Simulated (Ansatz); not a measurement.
Kohn–Sham single points on `C[O][Zr]([SH])([SH])[O]C`.

```yaml
crystal:
  periodic: [false, false, false]
  atoms:
    - {symbol: C, position_ang: [1.589698, -1.321187, 2.201671]}
    - {symbol: O, position_ang: [1.214666, -0.852385, 0.944627]}
    - {symbol: Zr, position_ang: [0.488757, -0.213485, -0.683503]}
    - {symbol: S, position_ang: [0.022891, -2.111476, -2.197249]}
    - {symbol: S, position_ang: [2.246506, 1.260285, -1.591588]}
    - {symbol: O, position_ang: [-1.138133, 0.752487, -0.515490]}
    - {symbol: C, position_ang: [-2.235050, 1.552439, -0.206495]}
    - {symbol: H, position_ang: [2.648953, -1.111803, 2.376516]}
    - {symbol: H, position_ang: [1.431409, -2.401946, 2.263218]}
    - {symbol: H, position_ang: [1.001864, -0.833797, 2.985450]}
    - {symbol: H, position_ang: [-1.172434, -1.587568, -2.525825]}
    - {symbol: H, position_ang: [1.507207, 1.557498, -2.677320]}
    - {symbol: H, position_ang: [-2.009519, 2.602446, -0.415900]}
    - {symbol: H, position_ang: [-3.098148, 1.253731, -0.809146]}
    - {symbol: H, position_ang: [-2.498655, 1.454751, 0.851034]}
basis:
  gaussian: {orbitals: def2-TZVPP}
hamiltonian: {xc: {name: B3LYP}, dispersion: d4}
output: {forces: true, orbitals: {seedname: orbitals}}
```

```sh
$ ansatz run in.yaml --threads 2 --pin off --events-out ev --progress --plain --max-ram 32768MiB --backend cuda --devices 0, --max-vram 18GiB
```

Shortened log:

```
Functional definition: B3LYP
2072 factors; their error is unknown
mean field evaluation 1: about -29245.9864 eV, gradient 8.8e1 eV
mean field evaluation 2: about -29149.1083 eV, gradient 2.4e2 eV
mean field evaluation 4: about -29260.4632 eV, gradient 1.4e1 eV
mean field evaluation 8: about -29260.9186 eV, gradient 2.2e-1 eV
mean field evaluation 16: about -29260.9426 eV, gradient 7.1e-3 eV
mean field -29260.94255709 eV, -1075.3198051937 hartree, gradient 5.5e-5 eV, S^2 0.000000; 0 other end points of the search recorded, 0 dependent functions left out
reference -29260.94295316 eV, -1075.3198197490 hartree; 40, 40 occupied and 336, 336 virtual orbitals, 2072 factors
Total energy: -29261.54131351 eV, -1075.3418090866 hartree
Atom 0 at     1.589698    -1.321187     2.201671 Å, force     0.102621    -0.119725     0.313931 eV/Å
Atom 1 at     1.214666    -0.852385     0.944627 Å, force     0.033270    -0.001608    -0.015764 eV/Å
Atom 2 at     0.488757    -0.213485    -0.683503 Å, force     0.012749    -0.007260    -0.079941 eV/Å
Atom 3 at     0.022891    -2.111476    -2.197249 Å, force    -0.050777    -0.164972    -0.132267 eV/Å
Atom 4 at     2.246506     1.260285    -1.591588 Å, force     0.149080     0.127732    -0.087190 eV/Å
Atom 5 at    -1.138133     0.752487    -0.515490 Å, force     0.002139    -0.024895    -0.029191 eV/Å
Atom 6 at    -2.235050     1.552439    -0.206495 Å, force    -0.275608     0.196849     0.068396 eV/Å
Atom 7 at     2.648953    -1.111803     2.376516 Å, force    -0.054964    -0.016185     0.003835 eV/Å
Atom 8 at     1.431409    -2.401946     2.263218 Å, force     0.012327     0.055268     0.009338 eV/Å
Atom 9 at     1.001864    -0.833797     2.985450 Å, force     0.035138    -0.030828    -0.031409 eV/Å
Atom 10 at    -1.172434    -1.587568    -2.525825 Å, force     0.003472    -0.017545    -0.011881 eV/Å
Atom 11 at     1.507207     1.557498    -2.677320 Å, force     0.015907     0.013709    -0.004913 eV/Å
Atom 12 at    -2.009519     2.602446    -0.415900 Å, force    -0.021893    -0.044994     0.013142 eV/Å
Atom 13 at    -3.098148     1.253731    -0.809146 Å, force     0.033128     0.022441     0.033152 eV/Å
Atom 14 at    -2.498655     1.454751     0.851034 Å, force     0.003412     0.012013    -0.049237 eV/Å
Dipole moment:    -0.524206     0.197785     0.590676 e Å
```

Run time 14 s (2 threads of an AMD EPYC 7R13 on a shared host and a share of an NVIDIA H100 80 GB); peak host memory 0.98 GiB.

Changing it to `hamiltonian: {xc: {name: BHLYP}, dispersion: d4}` and no forces (abridged; 18 s):

```
Functional definition: BHLYP
mean field evaluation 16: about -29253.1426 eV, gradient 3.9e-4 eV
mean field -29253.14255973 eV, -1075.0331605778 hartree, gradient 4.6e-5 eV, S^2 0.000000
Total energy: -29253.66722709 eV, -1075.0524417478 hartree
```

With the line `hamiltonian: {xc: {name: BLYP}, dispersion: d4}` and no forces (abridged; 8.6 s):

```
Functional definition: BLYP
mean field evaluation 16: about -29256.5676 eV, gradient 1.1e-3 eV
mean field -29256.56759095 eV, -1075.1590281537 hartree, gradient 6.9e-5 eV, S^2 0.000000
Total energy: -29257.33861515 eV, -1075.1873627703 hartree
```

With the line `hamiltonian: {xc: hse06, dispersion: d4}` and no forces (abridged; 15 s):

```
Functional definition: HSE06
mean field evaluation 16: about -29243.4937 eV, gradient 3.3e-4 eV
mean field -29243.49370070 eV, -1074.6785715488 hartree, gradient 4.9e-5 eV, S^2 0.000000
Total energy: -29243.80687095 eV, -1074.6900803430 hartree
```

With the line `hamiltonian: {xc: r2scan, dispersion: d4}` (abridged; 15 s):

```
Functional definition: r2SCAN
mean field evaluation 16: about -29255.1936 eV, gradient 3.4e-3 eV
mean field -29255.19362832 eV, -1075.1085359583 hartree, gradient 2.7e-5 eV, S^2 0.000000
Total energy: -29255.29713295 eV, -1075.1123396833 hartree
Atom 0 force     0.079022    -0.101125     0.276682 eV/Å
Atom 1 force     0.022586     0.014165    -0.050408 eV/Å
Atom 2 force     0.030722    -0.006337    -0.150933 eV/Å
Atom 3 force    -0.024801    -0.107404    -0.070766 eV/Å
Atom 4 force     0.096609     0.075675    -0.027739 eV/Å
Atom 5 force     0.034311    -0.050901    -0.038238 eV/Å
Atom 6 force    -0.235056     0.172635     0.069903 eV/Å
Atom 7 force    -0.016184    -0.003742    -0.002674 eV/Å
Atom 8 force     0.003794     0.015548    -0.000032 eV/Å
Atom 9 force     0.009431    -0.007892    -0.008412 eV/Å
Atom 10 force     0.004027     0.006952     0.005747 eV/Å
Atom 11 force    -0.008298    -0.004011    -0.000069 eV/Å
Atom 12 force    -0.003889    -0.008898     0.001060 eV/Å
Atom 13 force     0.008159     0.002980     0.005136 eV/Å
Atom 14 force    -0.000434     0.002353    -0.009255 eV/Å
Dipole moment:    -0.539959     0.203495     0.593319 e Å
```

Changing it to `hamiltonian: {xc: {name: LC-wPBE}}` and no forces (abridged; 13 s):

```
Functional definition: LC-wPBE
mean field evaluation 16: about -29249.6058 eV, gradient 6.4e-4 eV
mean field -29249.60577739 eV, -1074.9031862241 hartree, gradient 6.1e-5 eV, S^2 0.000000
Total energy: -29249.60577740 eV, -1074.9031862245 hartree
```

B3LYP takes the VWN-RPA correlation (the form of Gaussian; ORCA's B3LYP/G).

HSE06 is the plane-wave form, built on full-range PBE exchange.
